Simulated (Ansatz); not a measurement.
Saddle point of SiHCl3, closed shell (SiCl₂ + HCl → SiHCl₃ ([Cl][SiH]([Cl])[Cl]); bonds formed: Si1–H4, Si1–Cl5; bonds broken: H4–Cl5), PBE0-D4/def2-TZVP structure:

```xyz
5
angstrom
Si -0.2274 -0.2124 -0.5771
Cl 1.6771 -0.7932 -1.0284
Cl -1.1012 -1.7628 0.4232
H -0.5241 1.3355 -0.1110
Cl 0.1755 1.4329 1.2932
```

Energies are electronic, without zero-point energy. Barriers and step energies count from the start structure reached by relaxing down the imaginary mode; all methods use the PBE0-D4 structures, on which another method's saddle can fall below an end. Ansatz 0.2.0; basis: def2-TZVPP, with def2-QZVPP for the basis limit; cores frozen in the correlated methods. B3LYP uses VWN-RPA correlation. Extrapolation: Hartree–Fock as exp(−7.88 √X), correlation as X^−2.97.

```json
{"method": "SPW92", "barrier (eV)": "?", "step energy (eV)": "-2.319"}
{"method": "PBE-D4", "barrier (eV)": "?", "step energy (eV)": "-2.182"}
{"method": "BLYP-D4", "barrier (eV)": "0.557", "step energy (eV)": "-2.034"}
{"method": "r2SCAN-D4", "barrier (eV)": "0.409", "step energy (eV)": "-2.500"}
{"method": "B97M-V", "barrier (eV)": "0.579", "step energy (eV)": "-2.403"}
{"method": "PBE0-D4", "barrier (eV)": "0.559", "step energy (eV)": "-2.400"}
{"method": "B3LYP-D4", "barrier (eV)": "0.673", "step energy (eV)": "-2.232"}
{"method": "r2SCAN0-D4", "barrier (eV)": "0.566", "step energy (eV)": "-2.583"}
{"method": "BHLYP-D4", "barrier (eV)": "0.874", "step energy (eV)": "-2.460"}
{"method": "CAM-B3LYP-D4", "barrier (eV)": "0.779", "step energy (eV)": "-2.374"}
{"method": "wB97X-V", "barrier (eV)": "0.797", "step energy (eV)": "-2.506"}
{"method": "wB97M-V", "barrier (eV)": "0.841", "step energy (eV)": "-2.299"}
{"method": "B2PLYP", "barrier (eV)": "0.717", "step energy (eV)": "-2.357"}
{"method": "PBE-QIDH", "barrier (eV)": "?", "step energy (eV)": "-2.597"}
{"method": "RPA on PBE", "barrier (eV)": "0.816", "step energy (eV)": "-2.236"}
{"method": "HF", "barrier (eV)": "1.342", "step energy (eV)": "-2.572"}
{"method": "MP2", "barrier (eV)": "0.696", "step energy (eV)": "-2.558"}
{"method": "CCSD", "barrier (eV)": "0.935", "step energy (eV)": "-2.406"}
{"method": "CCSD(T)", "barrier (eV)": "0.803", "step energy (eV)": "-2.380"}
```

Problem. Fill in the withheld barriers. (To be estimated.)

Solution. Computed: SPW92 0.208; PBE-QIDH 0.675; PBE-D4 0.398 eV. Each is the energy of the saddle less that of the start structure, by the same method.

For comparison, the barrier by CCSD(T) at an estimated basis limit (MP2 extrapolated from triple and quadruple zeta, plus CCSD(T) − MP2 in triple zeta) is 0.742 eV.

T1 diagnostic: at most 0.013. The restricted Hartree–Fock reference is unstable towards an unrestricted one at one or more of these structures. The start structure is not quite a true minimum (one mode of 45i cm⁻¹).

Losses and insertions of silylenes and their heavier kin drive the gas-phase chemistry of silicon and germanium vapour deposition.

Labels in which every atom is bracketed show which atoms are joined, not bond orders.

For scale, one of the runs: CCSD(T)/def2-TZVPP, 182 basis functions, launched by `ansatz run in.yaml --threads 2 --pin off --events-out ev --progress --plain --max-ram 4352MiB`. Hardware: 2 CPU threads of an Arm Neoverse V2, shared host. Wall time 36 s; peak host memory 1.5 GiB.
